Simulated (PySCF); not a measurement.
## Partial charges of `C1=N[C@H]2[SiH2]CCCC2=C1`

Species: C7H11NSi.
Z-matrix (Å and degrees, GFN2-xTB geometry), rows numbered from 1:
```
C 
N   1  1.2928
C   2  1.4168  1  106.50
Si  3  1.9302  2  107.16  1  -105.33
C   4  1.9080  3  101.73  2   159.89
C   5  1.5296  4  111.76  3   -49.93
C   6  1.5373  5  112.16  4    57.55
C   3  1.4755  2  107.23  1     4.64
C   8  1.3564  3  106.23  2    -4.96
H   1  1.0771  2  120.75  3   177.11
H   3  1.0864  2  112.73  1   135.61
H   4  1.4622  3  109.61  2   -80.11
H   4  1.4637  3  108.91  2    42.83
H   5  1.0923  4  110.19  3    71.32
H   5  1.0900  4  110.29  3  -171.40
H   6  1.0930  5  109.83  4   178.64
H   6  1.0926  5  109.50  4   -63.31
H   7  1.0922  6  109.28  5   178.36
H   7  1.0936  6  108.87  5    60.18
H   9  1.0745  1  125.69  2  -179.33
```

Density: PBE0/pcSseg-1 (PySCF); schemes: Mulliken, IAO, Hirshfeld and ESP-fitted. Isolated species at its GFN2-xTB geometry (one conformer only).

Task: At which atom do the 4 schemes differ most?

Result: At C3: from -0.267 (IAO) to +0.219 e (ESP-fitted), 0.486 e apart.

Task: Do the Mulliken, IAO, Hirshfeld and ESP-fitted schemes agree on where the charge is highest?

Result: All schemes agree: Mulliken Si4 (+0.698); IAO Si4 (+0.787); Hirshfeld Si4 (+0.354); ESP-fitted Si4 (+0.348).

Task: For which atoms does the sign change between the 4 schemes (beyond +0.03 e in one, beyond −0.03 e in another)?

Result: C3, C6 and C8. Atomic charges aren't observables, and each scheme defines them in its own way.

Task: Give the atomic charges in each scheme.

Result: In e:

```tsv
atom	environment	Mulliken	IAO	Hirshfeld	ESP-fitted
C1	imine carbon	+0.126	-0.025	+0.007	+0.316
N2	imine nitrogen	-0.372	-0.316	-0.188	-0.644
C3	sp3 carbon bound to nitrogen	-0.226	-0.267	-0.073	+0.219
Si4	SiH2 silicon	+0.698	+0.787	+0.354	+0.348
C5	sp3 carbon bound to silicon	-0.535	-0.547	-0.160	-0.357
C6	ring CH2 carbon	-0.236	-0.241	-0.063	+0.116
C7	allylic carbon	-0.049	-0.267	-0.068	-0.225
C8	fully substituted alkene carbon	-0.289	+0.001	+0.007	+0.061
C9	alkene CH carbon	-0.110	-0.234	-0.078	-0.466
H10	hydrogen on a C=N carbon	+0.090	+0.153	+0.052	+0.077
H11	methine hydrogen	+0.172	+0.175	+0.059	+0.095
H12	Si–H hydrogen	-0.068	-0.114	-0.073	-0.091
H13	Si–H hydrogen	-0.049	-0.111	-0.072	-0.049
H14	methylene hydrogen	+0.140	+0.141	+0.037	+0.091
H15	methylene hydrogen	+0.149	+0.151	+0.041	+0.102
H16	methylene hydrogen	+0.126	+0.138	+0.041	+0.008
H17	methylene hydrogen	+0.128	+0.134	+0.036	+0.019
H18	methylene hydrogen	+0.125	+0.147	+0.047	+0.099
H19	methylene hydrogen	+0.123	+0.139	+0.042	+0.072
H20	vinylic hydrogen	+0.058	+0.154	+0.051	+0.207
```

Mean size of the charges over all atoms: IAO 0.212 e, Mulliken 0.193 e, ESP-fitted 0.183 e, Hirshfeld 0.078 e. Each set sums to the total charge, 0, to within 0.001 e. The Hirshfeld scheme divides the density at each point in proportion to the densities of the neutral, spherically averaged free atoms.

Task: Sum the charges by element, for elements with more than one atom.

Result: 
```json
{"element": "C", "atoms": "7", "Mulliken": "-1.320", "IAO": "-1.579", "Hirshfeld": "-0.428", "ESP-fitted": "-0.336"}
{"element": "H", "atoms": "11", "Mulliken": "+0.994", "IAO": "+1.108", "Hirshfeld": "+0.261", "ESP-fitted": "+0.632"}
```

Task: How closely do the schemes follow one another over all atoms?

Result: Correlation coefficient and root-mean-square difference: IAO with Hirshfeld 0.97, 0.171 e; Mulliken with IAO 0.93, 0.101 e; Mulliken with Hirshfeld 0.91, 0.160 e; Hirshfeld with ESP-fitted 0.71, 0.184 e; IAO with ESP-fitted 0.66, 0.216 e; Mulliken with ESP-fitted 0.63, 0.215 e.
